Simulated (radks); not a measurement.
Values are calculated unless marked as measured or tabulated.
Neutral germanium, configuration [Ar] 3d10 4s2 4p2 (the NIST ground configuration). Code: a radial shooting solver on a logarithmic mesh with Libxc functionals. Model: scalar-relativistic Kohn-Sham, LDA (Slater exchange, Perdew-Wang correlation), spin-unpolarised, spherical densities, finite nucleus; Fermi nuclear charge, rms radius 4.0742 fm; hard spherical wall at 2.5 bohr.

Normalised radial functions P(r) = r R(r), r in bohr:

```
   r/bohr * 4d (the largest magnitude, 0.969, reaches the edge; | marks zero)
 0.001974                             *
 0.002807                             *
 0.003991                             *
 0.005675                             *
 0.008069                             *
  0.01147                             *
  0.01631                             *
   0.0232                             *
  0.03298                             *
  0.04653                             |*
  0.06616                             |*
  0.09407                             |  *
   0.1338                             |     *
   0.1902                             |         *
   0.2704                             |              *
   0.3845                             |                  *
   0.5468                             |                *
   0.7775                             |     *
    1.105                  *          |
    1.559  *                          |
    2.217              *              |
```

4d (empty): eigenvalue 61.898 eV, 1 radial node at r = 0.892 bohr, <r> = 1.47 bohr, 90 % of the charge inside 2.05 bohr.
